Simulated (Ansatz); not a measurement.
C₃H₅BFN, SMILES C1=CB([C@H]1F)N.

Coordinates come from a B3LYP-D3(BJ)/def2-SVP optimisation. The structure was generated by enumeration; whether it is a known compound was not checked. Other conformers were not sampled.

Two levels are set side by side: PBE/def2-SVPD (Ansatz, a first-principles code) and CAM-B3LYP/def2-SVPD (Ansatz). Energy differences of separate SCF runs at the same geometry; the states with an electron removed or added have multiplicity 2 and 2. Differences are taken from unrounded values.

| quantity | CAM-B3LYP |
|---|---|
| vertical ionisation energy (eV) | 9.91 |
| vertical singlet–triplet gap (eV) | 4.22 |

Task: What does PBE give, and how far is it from CAM-B3LYP? (The exact figures need the calculation; the answer reports its results.)

Result: 
```tsv
quantity	PBE	PBE minus CAM-B3LYP
vertical ionisation energy (eV)	9.42	-0.49
vertical singlet–triplet gap (eV)	4.18	-0.03
```
